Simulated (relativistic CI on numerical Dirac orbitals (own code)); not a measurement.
Computed by Dirac-Coulomb-Breit CI, orbitals from a KLI potential per configuration, model QED, unscaled Slater integrals (own radial code, finite nucleus).

Configurations in the expansion (outside the closed core 1s2): 2s2 2p, 2s 2p2, 2p3, 2p2 3s, 2p2 3p, 2p2 3d, 2s2 3s, 2s2 3p, 2s2 3d, 2s 2p 3s, 2s 2p 3p, 2s 2p 3d, 2s2 4s, 2s2 4p, 2s2 4d, 2s2 4f, 2s 2p 4s, 2s 2p 4p, 2s 2p 4d, 2s 2p 4f, 2s2 5s, 2s2 5p, 2s2 5d, 2s2 5f, 2s2 5g, 2s 3s2, 2s 3s 3p, 2s 3s 3d, 2s 3p2, 2s 3p 3d, 2s 2p 5s, 2s 2p 5p, 2p 3s2, 2s 2p 5d, 2s 2p 5f, 2s 2p 5g. Levels of other configurations are missing.

At this charge energies of transitions that change n are usually good to better than 1 %, and those within a shell (Δn = 0) to a few per cent.

Outline of the computed level scheme of Rh XLI. Lowest level of each configuration: 2s2 2p 2P°_1/2 at 0.00 eV; 2s 2p2 4P_1/2 at 123.71 eV; 2p3 2P°_3/2 at 453.85 eV; 2s2 3s 2S_1/2 at 3449.98 eV; 2s2 3p 2P°_1/2 at 3494.56 eV; 2s 2p 3s 4P°_1/2 at 3536.90 eV; 2s 2p 3p 4D_1/2 at 3574.77 eV; 2s2 3d 2D_3/2 at 3577.47 eV; 2s 2p 3d 4F°_3/2 at 3656.12 eV.

Some strong electric-dipole decays among the lowest 43 levels: 2s 2p 3d 4D°_1/2 → 2s 2p2 4P_1/2 (3.1e+14 s⁻¹); 2s2 3d 2D_3/2 → 2s2 2p 2P°_1/2 (2.1e+14 s⁻¹); 2s2 3d 2D_5/2 → 2s2 2p 2P°_3/2 (2.0e+14 s⁻¹); 2s 2p 3d 4D°_3/2 → 2s 2p2 4P_1/2 (2.0e+14 s⁻¹); 2s 2p 3d 4F°_7/2 → 2s 2p2 4P_5/2 (1.7e+14 s⁻¹); 2s 2p 3d 4P°_5/2 → 2s 2p2 4P_3/2 (1.5e+14 s⁻¹); 2s 2p 3d 2D°_3/2 → 2s 2p2 2P_1/2 (1.4e+14 s⁻¹); 2s 2p 3d 2F°_5/2 → 2s 2p2 2D_3/2 (1.2e+14 s⁻¹).

LS names give the leading component of a level, which can be under half, so a name can repeat, a term be missing and a line seem to break the LS rules.
